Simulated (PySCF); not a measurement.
YCl3, SMILES [Cl][Y]([Cl])[Cl]. Coordinates come from a PBE-D3(BJ)/def2-SVP optimisation. The isomer is the one that the SMILES or the coordinates give; other isomers of the formula were not compared. The def2 effective core potentials stand for the cores of Y; spin–orbit coupling is left out.

Problem. Give the equilibrium geometry at PBE-D3(BJ)/def2-SVP (PySCF confirms it by a frequency run) as Cartesian coordinates in Å, and its point group. (Estimate from the structure and the level; the computed values follow.)

Solution. point group D3h.
```xyz
4

Y      0.0000     0.0000     0.0000
Cl     2.4432     0.0000     0.0000
Cl    -1.2216    -2.1159     0.0000
Cl    -1.2216     2.1159     0.0000
```
Charge 0, spin multiplicity 1.
